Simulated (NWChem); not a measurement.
The numbers come from NWChem runs, not from measurements. System: bromotrifluoromethane (CBrF3), charge 0, spin multiplicity 1, at a geometry optimised with PBE0/def2-SVP. Level: PBE0/x2c-SVPall-2c, scalar ZORA.

Output (cleaned and shortened):

```
             Northwest Computational Chemistry Package (NWChem) 7.3.0
             --------------------------------------------------------

                                NWChem Input Module
                                -------------------

 Scaling coordinates for geometry "geometry" by  1.889725989
 (inverse scale =  0.529177249)

                             Geometry "geometry" -> ""
                             -------------------------

 Output coordinates in angstroms (scale by  1.889725989 to convert to a.u.)

  No.       Tag          Charge          X              Y              Z
 ---- ---------------- ---------- -------------- -------------- --------------
    1 F                    9.0000     1.29573300    -0.55326300     1.07248500
    2 C                    6.0000     0.81401500     0.04193600     0.00000000
    3 F                    9.0000     1.29573300    -0.55326300    -1.07248500
    4 F                    9.0000     1.20013200     1.30187700     0.00000000
    5 Br                  35.0000    -1.11452800    -0.05742200     0.00000000

 Effective nuclear repulsion energy (a.u.)     368.8456530893

            Nuclear Dipole moment (a.u.)
            ----------------------------
        X                 Y               Z
 ---------------- ---------------- ----------------
    -0.0000151178     0.0000094486     0.0000000000


 Summary of "ao basis" -> "" (spherical)
 ------------------------------------------------------------------------------
       Tag                 Description            Shells   Functions and Types
 ---------------- ------------------------------  ------  ---------------------
 *                       x2c-svpall-2c                on all atoms

                                 NWChem DFT Module
                                 -----------------

 Summary of "ao basis" -> "ao basis" (spherical)
 ------------------------------------------------------------------------------
       Tag                 Description            Shells   Functions and Types
 ---------------- ------------------------------  ------  ---------------------
 F                       x2c-svpall-2c               6       14   3s2p1d
 C                       x2c-svpall-2c               6       14   3s2p1d
 Br                      x2c-svpall-2c              14       38   5s6p3d

 Summary of "ao basis" -> "ao basis" (spherical)
 ------------------------------------------------------------------------------
       Tag                 Description            Shells   Functions and Types
 ---------------- ------------------------------  ------  ---------------------
 F                       x2c-svpall-2c               6       14   3s2p1d
 C                       x2c-svpall-2c               6       14   3s2p1d
 Br                      x2c-svpall-2c              14       38   5s6p3d

            General Information
            -------------------
          SCF calculation type: DFT
          Wavefunction type:  closed shell.
          No. of atoms     :     5
          No. of electrons :    68
           Alpha electrons :    34
            Beta electrons :    34
          Charge           :     0
          Spin multiplicity:     1
          Use of symmetry is: off; symmetry adaption is: off
          Maximum number of iterations: 100
          AO basis - number of functions:    94
                     number of shells:    38
          Convergence on energy requested:  1.00D-06
          Convergence on density requested:  1.00D-05
          Convergence on gradient requested:  5.00D-04

              XC Information
              --------------
                         PBE0 Method XC Functional
                     Hartree-Fock (Exact) Exchange  0.250
          PerdewBurkeErnzerhof Exchange Functional  0.750
            Perdew 1991 LDA Correlation Functional  1.000 local
           PerdewBurkeErnz. Correlation Functional  1.000 non-local

             Grid Information
             ----------------
          Grid used for XC integration:  fine
          Radial quadrature: Mura-Knowles
          Angular quadrature: Lebedev.
          Tag              B.-S. Rad. Rad. Pts. Rad. Cut. Ang. Pts.
          ---              ---------- --------- --------- ---------
[...]
          Performing ZORA calculations
          ----------------------------

       Generating atomic ZORA corrections
       ----------------------------------

 In dft_scf:: zora:Knucl= F

      Superposition of Atomic Density Guess
      -------------------------------------

 Sum of atomic energies:       -2893.29390615

      Non-variational initial energy
      ------------------------------

 Total energy =   -2894.597974
 1-e energy   =   -4774.381634
 2-e energy   =    1510.938008
 HOMO         =      -0.393536
 LUMO         =       0.114116

------------------------------------------------------------
EAF file 0: "./mol.aoints.0" size=524288 bytes
------------------------------------------------------------
               write      read    awrite     aread      wait
               -----      ----    ------     -----      ----
     calls:        1         0         0         0         0
   data(b): 5.24e+05  0.00e+00  0.00e+00  0.00e+00
   time(s): 0.00e+00  0.00e+00  0.00e+00  0.00e+00  0.00e+00
rate(mb/s): 0.00e+00  0.00e+00
------------------------------------------------------------

   convergence    iter        energy       DeltaE   RMS-Dens  Diis-err    time
 ---------------- ----- ----------------- --------- --------- ---------  ------
 d= 0,ls=0.0,diis     1  -2957.0077446279 -3.33D+03  7.14D-02  3.80D+02     6.8
 d= 0,ls=0.0,diis     2  -2957.0414565472 -3.37D-02  2.44D-02  5.41D+00     7.3
 d= 0,ls=0.0,diis     3  -2956.8721631510  1.69D-01  1.39D-02  5.76D+00     7.7
 d= 0,ls=0.0,diis     4  -2957.4861733566 -6.14D-01  1.30D-03  4.68D-02     8.2
 d= 0,ls=0.0,diis     5  -2957.4888962566 -2.72D-03  3.05D-04  4.99D-03     8.7
  Resetting Diis
 d= 0,ls=0.0,diis     6  -2957.4890856172 -1.89D-04  1.16D-04  1.11D-04     9.2
 d= 0,ls=0.0,diis     7  -2957.4890997040 -1.41D-05  5.50D-05  1.36D-05     9.7
 d= 0,ls=0.0,diis     8  -2957.4890990807  6.23D-07  3.23D-05  1.96D-05    10.2
 d= 0,ls=0.0,diis     9  -2957.4891009188 -1.84D-06  1.74D-06  4.39D-08    10.6
 d= 0,ls=0.0,diis    10  -2957.4891009219 -3.14D-09  4.76D-07  9.90D-09    11.1
(nogshift,skip_gshiftAOev,done_Fji)=( 1,F,F)

         Total DFT energy =    -2957.489100921921
      One electron energy =    -4840.345325484387
           Coulomb energy =     1643.227737060703
    Exchange-Corr. energy =     -129.217165587545
 Nuclear repulsion energy =      368.845653089307

       Scaling correction =       18.082257232269

 Numeric. integr. density =       67.999999868245

     Total iterative time =      6.2s

                       DFT Final Molecular Orbital Analysis
                       ------------------------------------

 Vector   32  Occ=2.000000D+00  E=-4.138429D-01
              MO Center=  3.1D-02,  1.6D-03, -2.7D-08, r^2= 2.9D+00
   Bfn.  Coefficient  Atom+Function         Bfn.  Coefficient  Atom+Function
  ----- ------------  ---------------      ----- ------------  ---------------
    71      0.391217  5 Br px                74      0.364835  5 Br px
     4      0.271552  1 F  px                32      0.271552  3 F  px
    46      0.269565  4 F  px                18     -0.251633  2 C  px
    65     -0.252377  5 Br px                 7      0.190392  1 F  px
    35      0.190392  3 F  px                49      0.188561  4 F  px

 Vector   33  Occ=2.000000D+00  E=-3.317267D-01
              MO Center= -9.9D-01, -6.4D-02,  1.4D-04, r^2= 1.7D+00
   Bfn.  Coefficient  Atom+Function         Bfn.  Coefficient  Atom+Function
  ----- ------------  ---------------      ----- ------------  ---------------
    76      0.594115  5 Br pz                73      0.534510  5 Br pz
    67     -0.349019  5 Br pz                64      0.146543  5 Br pz
     4      0.107988  1 F  px                32     -0.107325  3 F  px
     7      0.077081  1 F  px                35     -0.076610  3 F  px
    48     -0.048042  4 F  pz                23      0.047239  2 C  pz

 Vector   34  Occ=2.000000D+00  E=-3.317263D-01
              MO Center= -1.0D+00, -3.9D-02, -1.4D-04, r^2= 1.7D+00
   Bfn.  Coefficient  Atom+Function         Bfn.  Coefficient  Atom+Function
  ----- ------------  ---------------      ----- ------------  ---------------
    75      0.593329  5 Br py                72      0.533803  5 Br py
    66     -0.348557  5 Br py                63      0.146350  5 Br py
    46      0.123080  4 F  px                49      0.087373  4 F  px
    32     -0.060281  3 F  px                 4     -0.059083  1 F  px
    22      0.047176  2 C  py                35     -0.042713  3 F  px

 Vector   35  Occ=0.000000D+00  E=-1.925486D-02
              MO Center= -4.9D-01, -2.5D-02, -6.1D-09, r^2= 2.3D+00
   Bfn.  Coefficient  Atom+Function         Bfn.  Coefficient  Atom+Function
  ----- ------------  ---------------      ----- ------------  ---------------
    74      0.881967  5 Br px                17     -0.701074  2 C  s
    18      0.532934  2 C  px                21      0.486779  2 C  px
    61      0.475999  5 Br s                 16     -0.423850  2 C  s
    71      0.319290  5 Br px                65     -0.223677  5 Br px
    60      0.207749  5 Br s                 59     -0.166266  5 Br s

 Vector   36  Occ=0.000000D+00  E= 1.504517D-01
              MO Center=  5.0D-01,  5.4D-02,  2.3D-04, r^2= 2.2D+00
   Bfn.  Coefficient  Atom+Function         Bfn.  Coefficient  Atom+Function
  ----- ------------  ---------------      ----- ------------  ---------------
    23      1.099907  2 C  pz                20      0.615780  2 C  pz
     3     -0.564685  1 F  s                 31      0.567342  3 F  s
    76     -0.286735  5 Br pz                51     -0.255099  4 F  pz
     8     -0.229668  1 F  py                36      0.228672  3 F  py
    48     -0.197789  4 F  pz                93     -0.198037  5 Br d  1

 Vector   37  Occ=0.000000D+00  E= 1.504529D-01
              MO Center=  5.0D-01, -2.2D-03, -2.3D-04, r^2= 2.2D+00
   Bfn.  Coefficient  Atom+Function         Bfn.  Coefficient  Atom+Function
  ----- ------------  ---------------      ----- ------------  ---------------
    22      1.098453  2 C  py                45     -0.653576  4 F  s
    19      0.614964  2 C  py                 3      0.329093  1 F  s
    31      0.324492  3 F  s                 50      0.304895  4 F  py
    75     -0.286355  5 Br py                 9     -0.238906  1 F  pz
    37      0.237625  3 F  pz                47      0.219221  4 F  py

 center of mass
 --------------
 x =  -0.09221622 y =  -0.00475093 z =   0.00000000

 moments of inertia (a.u.)
 ------------------
         313.608730320860         -28.390931149366           0.000000000000
         -28.390931149366         863.230589793151           0.000000000000
           0.000000000000           0.000000000000         864.693773192225

     Multipole analysis of the density
     ---------------------------------

     L   x y z        total         alpha         beta         nuclear
     -   - - -        -----         -----         ----         -------
     0   0 0 0     -0.000000    -34.000000    -34.000000     68.000000

     1   1 0 0     -0.125306     -0.062646     -0.062646     -0.000015
     1   0 1 0     -0.006458     -0.003234     -0.003234      0.000009
     1   0 0 1      0.000000      0.000000      0.000000      0.000000

     2   2 0 0    -27.092175   -175.378240   -175.378240    323.664304
     2   1 1 0      0.085293     -6.390130     -6.390130     12.865552
     2   1 0 1     -0.000000     -0.000000     -0.000000      0.000000
     2   0 2 0    -28.743499    -51.670997    -51.670997     74.598496
     2   0 1 1     -0.000000     -0.000000     -0.000000      0.000000
     2   0 0 2    -28.747886    -51.341660    -51.341660     73.935435

 Task  times  cpu:       11.1s     wall:       11.1s

 Total times  cpu:       11.1s     wall:       11.1s
```

Write an NWChem input that would produce this output.

One answer among several that fit: 
```
start mol
memory heap 200 mb stack 900 mb global 1100 mb
geometry units angstroms nocenter noautoz noautosym
  F      1.295733    -0.553263     1.072485
  C      0.814015     0.041936     0.000000
  F      1.295733    -0.553263    -1.072485
  F      1.200132     1.301877     0.000000
  Br    -1.114528    -0.057422     0.000000
end
basis spherical
  * library x2c-svpall-2c
end
relativistic
  zora on
end
dft
  xc pbe0
  semidirect memsize 60000000 filesize 0
  iterations 100
  grid fine
end
task dft energy
```
